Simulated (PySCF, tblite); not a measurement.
C6H13OP.
Atom-mapped SMILES: `[CH3:1][CH2:2][P:3]([CH2:4][OH:5])[CH:6]1[CH2:7][CH2:8]1` (hydrogens: H9, H10, H11 on C1; H12, H13 on C2; H14, H15 on C4; H16 on O5; H17 on C6; H18, H19 on C7; H20, H21 on C8)

Cartesian coordinates in Å at the GFN2-xTB level; atoms count from 1:
```xyz
21
C6H13OP angstrom
C      2.7930   -0.9721    0.1696
C      1.4657   -0.6563   -0.5063
P      0.1153   -0.3524    0.7382
C      0.4574    1.4710    1.0665
O      0.5497    2.2674   -0.0841
C     -1.2574   -0.1257   -0.4727
C     -2.3535   -1.1532   -0.4962
C     -2.6224    0.2039    0.0626
H      2.6906   -1.8292    0.8324
H      3.1350   -0.1243    0.7593
H      3.5547   -1.1992   -0.5743
H      1.1473   -1.5026   -1.1216
H      1.5603    0.2278   -1.1439
H     -0.3172    1.8440    1.7517
H      1.4215    1.5434    1.5761
H     -0.3163    2.2902   -0.5061
H     -0.9730    0.3030   -1.4304
H     -2.2860   -1.9802    0.1949
H     -2.7890   -1.4150   -1.4493
H     -3.2478    0.8823   -0.5002
H     -2.7367    0.2941    1.1335
```

Computed, not measured: PBE0/pcSseg-1 in PySCF (dipole) on a GFN2-xTB geometry, gas phase.

Masses are those of the commonest isotopes; rigid-rotor values at the optimised geometry. The values belong to one conformer with, in the numbering `[CH3:1][CH2:2][P:3]([CH2:4][OH:5])[CH:6]1[CH2:7][CH2:8]1`, C1–C2–P3–C4 85°, C2–P3–C4–O5 51°, P3–C4–O5–H 66°, C2–P3–C6–C7 114°.

Question: Give the principal moments of inertia and the rotational constants in MHz.

Answer: Ia = 219.49, Ib = 412.46, Ic = 539.32 u·Å²; 505379 MHz·u·Å²/I gives A = 2303, B = 1225, C = 937.1 MHz.

Question: What kind of rotor is it?

Answer: An asymmetric top; Ray's κ = -0.578.

Question: Is it planar, by Δ = Ic − Ia − Ib?

Answer: Not planar: Δ = Ic − Ia − Ib = -92.63 u·Å². For a rigid frame Δ = −2 Σ m c², so Σ m c² = 46.32 u·Å² lies off the ab plane: 13.73 from hydrogen and 32.58 from heavier atoms. The atom farthest from that plane is 1.50 Å away.

Question: Give the other two planar moments, Paa and Pbb, and the rms extents of the mass along the axes.

Answer: Paa = Σ m a² = (Ib + Ic − Ia)/2 = 366.15 and Pbb = Σ m b² = (Ia + Ic − Ib)/2 = 173.18 u·Å². With the mass M = 132.07 u, the rms extents √(P/M) along a, b and c are 1.67, 1.15, 0.59 Å.

Question: Predict some low-J microwave lines.

Answer: The dipole components are |μa| = 1.28 D, |μb| = 0.09 D, |μc| = 0.58 D. The squared components, which scale the intensities, stand as 1.00 : 0.01 : 0.20 (a : b : c). Some lines, for components of 0.1 D or more:

| type | branch | J(Ka,Kc) | MHz | lower level (cm⁻¹) |
| --- | --- | --- | --- | --- |
| a | Q | 4(2,2) ← 4(2,3) | 675 | 0.883 |
| c | Q | 2(1,2) ← 2(0,2) | 840 | 0.215 |
| c | Q | 4(2,3) ← 4(1,3) | 2338 | 0.805 |
| c | Q | 2(2,1) ← 2(1,1) | 3232 | 0.272 |
| a | R | 2(0,2) ← 1(0,1) | 4274 | 0.072 |
| c | Q | 4(3,2) ← 4(2,2) | 5587 | 0.905 |
| a | R | 3(2,2) ← 2(2,1) | 6487 | 0.379 |
| a | R | 3(1,2) ← 2(1,1) | 6884 | 0.272 |
| c | R | 2(2,0) ← 1(1,0) | 7895 | 0.118 |
| a | R | 4(0,4) ← 3(0,3) | 8217 | 0.425 |
| c | Q | 4(4,1) ← 4(3,1) | 8435 | 1.093 |
| a | R | 4(2,3) ← 3(2,2) | 8610 | 0.596 |
| a | R | 4(3,2) ← 3(3,1) | 8736 | 0.800 |
| c | R | 3(2,1) ← 2(1,1) | 9962 | 0.272 |
| c | R | 4(3,1) ← 3(2,1) | 14667 | 0.604 |
| c | R | 4(3,2) ← 3(2,2) | 14872 | 0.596 |

Question: Estimate the classical rotational partition function at 10 K, 200 K and 500 K.

Answer: Point group C1, symmetry number σ = 1; q = (√π/σ)·√((kT/h)³/(ABC)), k/h = 20836.6 MHz/K: 3280 at 10 K, 293000 at 200 K, 1160000 at 500 K.

Its GFN2-xTB frequencies are all real (lowest 43 cm⁻¹). No vibrational averaging or centrifugal distortion is included, and the geometry carries the error of its method. A rigid rotor knows nothing of internal rotation, which can split or shift real lines.
